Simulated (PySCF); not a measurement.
# Ionisation energy of V⁺ by level of theory

V⁺ [Ar] 3d4 (5D) → V²⁺ [Ar] 3d3 (4F), as a difference of total energies. All numbers are calculated (PySCF 2.14, no relativity, point nucleus, in aug-cc-pVTZ with one added diffuse shell each of s, p, d, f, g type (9s8p6d4f3g, 118 functions)). Correlated levels: valence: [Ar] frozen. The calculations carry no spin-orbit coupling.

| method | ionisation energy (eV) |
| --- | --- |
| UHF | 13.280 |
| LDA | 15.833 |
| PBE | 15.431 |
| PBE0 | 15.087 |
| BP86 | 15.442 |
| B2PLYP | 14.601 |
| SCS-MP2 (valence) | 13.532 |

Task: Estimate what MP2 (valence) gives.

Result: 14.035 eV, closest to SCS-MP2 (valence) among the rows shown.

Task: Estimate what r2SCAN0 gives.

Result: 14.755 eV, closest to B2PLYP among the rows shown.

A first-order spin-orbit estimate (lowest level to lowest level, LS coupling) adds -0.019 eV.

These non-relativistic numbers lack the scalar-relativistic shift.

Errors of the correlated levels include the incompleteness of this basis and the frozen core.

For comparison: 14.634 ± 0.007 eV (measured; NIST Atomic Spectra Database, ionization energies).
